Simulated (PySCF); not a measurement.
Isomers of C6H14P2. The calculation used TDDFT B3LYP/def2-SVPD, vertical, gas phase, core orbitals frozen in the response in PySCF. Geometries: PBE0-D3(BJ)/def2-SVP; one conformer of each isolated species. Triplets are in the Tamm–Dancoff approximation.

A. `C=[P@](C)(/C=C/C)CP`
B. `C=CC[P@](=C)(P)CC`
C. `C=CP(CC)P(C)C`

Lowest singlet levels (six at most, fewer where fewer were computed) with oscillator strengths:

1. 3.29 eV (f 0.029); 3.97 eV (f 0.014); 4.11 eV (f 0.074); 4.35 eV (f 0.019); 4.74 eV (f 0.002); 4.99 eV (f 0.015); T1 3.00 eV
2. 4.19 eV (f 0.019); 5.24 eV (f 0.158); 5.50 eV (f 0.080); 5.66 eV (f 0.003); 5.73 eV (f 0.003); 6.09 eV (f 0.005); T1 3.78 eV
3. 3.46 eV (f 0.081); 4.05 eV (f 0.021); 4.55 eV (f 0.001); 4.81 eV (f 0.037); 5.02 eV (f 0.011); 5.09 eV (f 0.021); T1 2.90 eV

Question: Match each spectrum to its molecule.

Answer: 1 = B, 2 = C, 3 = A.
- A: S1 at 3.46 eV, HOMO→LUMO (98%); Löwdin shares by element: HOMO carbon 53% or more, phosphorus 16% or more, hydrogen 14% or more (atoms not listed hold the other 18%); LUMO carbon 65% or more, phosphorus 6% or more (atoms not listed hold the other 28%); HOMO -4.75 and LUMO -0.61 eV.
- B: S1 at 3.29 eV, HOMO→LUMO (96%); Löwdin shares by element: HOMO carbon 50% or more, phosphorus 16% or more, hydrogen 13% or more (atoms not listed hold the other 21%); LUMO carbon 48% or more, phosphorus 23% (atoms not listed hold the other 29%); HOMO -4.74 and LUMO -0.69 eV.
- C: S1 at 4.19 eV, HOMO→LUMO (98%); Löwdin shares by element: HOMO phosphorus 73%, carbon 10% or more (atoms not listed hold the other 17%); LUMO carbon 60% or more, phosphorus 16% (atoms not listed hold the other 24%); HOMO -5.80 and LUMO -0.72 eV.
